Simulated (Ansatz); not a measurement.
Reaction (redistribution): `[CH3][V](=[O])([OH])[Cl]` + `C[BH][AlH2]` → `[CH3][V]([CH3])(=[O])[OH]` + `[AlH2][BH]Cl`

Computed with Ansatz on PBE0-D4/def2-TZVP structures; ΔE is electronic, products minus reactants. CCSD(T)/CBS adds triple-zeta CCSD(T) − MP2 to the extrapolated MP2 energy (def2 sets, frozen cores). Functionals use def2-TZVPP. For V outer-core shells are correlated without core-valence functions, which leaves a few kJ/mol of doubt a bond. Scalar relativity is left out up to krypton. One conformer a species, not always the lowest.

```json
{"level": "r2SCANh-D4", "ΔE (kJ/mol)": "79.3", "difference from CCSD(T)/CBS": "7.7"}
{"level": "BHLYP-D4", "ΔE (kJ/mol)": "74.0", "difference from CCSD(T)/CBS": "2.4"}
{"level": "ωB97X-V", "ΔE (kJ/mol)": "73.4", "difference from CCSD(T)/CBS": "1.8"}
{"level": "BLYP", "ΔE (kJ/mol)": "78.7", "difference from CCSD(T)/CBS": "7.1"}
{"level": "BHLYP", "ΔE (kJ/mol)": "73.8", "difference from CCSD(T)/CBS": "2.2"}
{"level": "LC-ωPBE", "ΔE (kJ/mol)": "74.4", "difference from CCSD(T)/CBS": "2.8"}
{"level": "RPA@PBE/def2-TZVPP", "ΔE (kJ/mol)": "69.7", "difference from CCSD(T)/CBS": "-1.9"}
{"level": "MP2/def2-TZVPP", "ΔE (kJ/mol)": "88.5", "difference from CCSD(T)/CBS": "16.9"}
{"level": "CCSD(T)/def2-TZVPP", "ΔE (kJ/mol)": "73.1", "difference from CCSD(T)/CBS": "1.5"}
{"level": "SCS-MP2/def2-QZVPP", "ΔE (kJ/mol)": "82.9", "difference from CCSD(T)/CBS": "11.3"}
{"level": "CCSD(T)/CBS", "ΔE (kJ/mol)": "71.6", "difference from CCSD(T)/CBS": "0"}
```

Largest T1 diagnostic among the species: 0.031, so the coupled-cluster value is less sure than usual.

From BLYP to BHLYP (50 % exact exchange), in def2-TZVPP and without D4, ΔE moves by −5.0 kJ/mol. Leaving LDA and LC-ωPBE aside and taking each functional with its dispersion term where it has one, the values, not all of them listed here, spread over 16.6 kJ/mol, from ωB97M-V to B97M-V. LDA lies +3.3 kJ/mol from PBE without D4.

CCSD(T)/CBS has its own doubt, a few kJ/mol and more with outer-core shells, so smaller differences from it don't rank the levels.
